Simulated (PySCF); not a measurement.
Species: C4H7ClSSi.
Atom-mapped SMILES: `[SiH3:1][C@@H:2]1[CH:3]=[C:4]([Cl:5])[S:6][CH2:7]1` (hydrogens: H8, H9, H10 on Si1; H11 on C2; H12 on C3; H13, H14 on C7)

Structure used (GFN2-xTB), in Å, numbered top down from 1:
```
atom  x, y, z in Å
Si1   -1.7329   -0.3026    0.6061
C2    -0.2311   -0.2834   -0.5984
C3     0.9318   -0.9247    0.0801
C4     1.8154   -0.0770    0.5964
Cl5    3.1968   -0.4793    1.5215
S6     1.4619    1.6276    0.2830
C7     0.2077    1.1359   -0.9552
H8    -2.8569    0.3174   -0.0982
H9    -1.3855    0.4580    1.8018
H10   -2.0135   -1.6994    0.9295
H11   -0.4869   -0.8238   -1.5130
H12    0.9995   -1.9927    0.1868
H13    0.6923    1.1786   -1.9340
H14   -0.5992    1.8651   -0.9286
```

The calculation used PySCF, TDDFT PBE0/def2-SVPD, vertical, gas phase, core orbitals frozen in the response.

```json
{"state": "S1", "E (eV)": "4.62", "λ (nm)": "268.4", "ν̃ (cm⁻¹)": "37260", "f": "0.012", "|μ| (D)": "0.82", "main configurations (H = HOMO, L = LUMO)": "H→L+1 (57%), H→L (27%), H→L+2 (12%)"}
{"state": "S2", "E (eV)": "4.91", "λ (nm)": "252.4", "ν̃ (cm⁻¹)": "39630", "f": "0.114", "|μ| (D)": "2.47", "main configurations (H = HOMO, L = LUMO)": "H→L (68%), H→L+1 (20%)"}
{"state": "S3", "E (eV)": "5.22", "λ (nm)": "237.5", "ν̃ (cm⁻¹)": "42110", "f": "0.016", "|μ| (D)": "0.89", "main configurations (H = HOMO, L = LUMO)": "H→L+2 (74%), H→L+1 (19%)"}
{"state": "S4", "E (eV)": "5.50", "λ (nm)": "225.6", "ν̃ (cm⁻¹)": "44330", "f": "0.0042", "|μ| (D)": "0.45", "main configurations (H = HOMO, L = LUMO)": "H→L+3 (91%)"}
{"state": "S5", "E (eV)": "6.00", "λ (nm)": "206.7", "ν̃ (cm⁻¹)": "48390", "f": "0.020", "|μ| (D)": "0.93", "main configurations (H = HOMO, L = LUMO)": "H→L+4 (88%)"}
{"state": "S6", "E (eV)": "6.13", "λ (nm)": "202.1", "ν̃ (cm⁻¹)": "49480", "f": "0.016", "|μ| (D)": "0.83", "main configurations (H = HOMO, L = LUMO)": "H→L+5 (93%)"}
{"state": "S7", "E (eV)": "6.23", "λ (nm)": "199.0", "ν̃ (cm⁻¹)": "50250", "f": "0.0062", "|μ| (D)": "0.51", "main configurations (H = HOMO, L = LUMO)": "H→L+6 (84%)"}
{"state": "S8", "E (eV)": "6.37", "λ (nm)": "194.5", "ν̃ (cm⁻¹)": "51410", "f": "0.0035", "|μ| (D)": "0.38", "main configurations (H = HOMO, L = LUMO)": "H→L+7 (50%), H→L+8 (28%), H→L+6 (11%)"}
```

Triplets, Tamm–Dancoff:

```csv
state,E (eV),λ (nm),"main configurations (H = HOMO, L = LUMO)"
T1,3.42,362.9,H→L (90%)
T2,4.27,290.3,"H→L+1 (68%), H→L+2 (21%)"
T3,5.00,248.0,"H→L+2 (56%), H→L+1 (19%), H→L+3 (18%)"
```

The lowest singlet comes at 268 nm (446 kJ/mol) in the ultraviolet; it is weak; its leading configuration is HOMO→LUMO+1 (57%). The strongest level in the table is S2 at 4.91 eV (252 nm, f = 0.114). Löwdin shares by element: HOMO carbon 41% or more, sulfur 38% (atoms not listed hold the other 22%); LUMO carbon 52% or more, sulfur 11%, chlorine 9% (atoms not listed hold the other 28%). Orbital energies (eV): HOMO-3 -9.42, HOMO-2 -9.05, HOMO-1 -8.14, HOMO -6.09, LUMO -0.36, LUMO+1 0.03, LUMO+2 0.29. The oscillator strengths of these states sum to 0.192; summed over the whole spectrum of an exact calculation they would give the number of electrons, 78 (Thomas–Reiche–Kuhn). The listed states span 1.75 eV, and the widest gap between neighbours is 0.50 eV (S4 to S5). The window holds the lowest 8 singlets.

One conformer stands for the species.
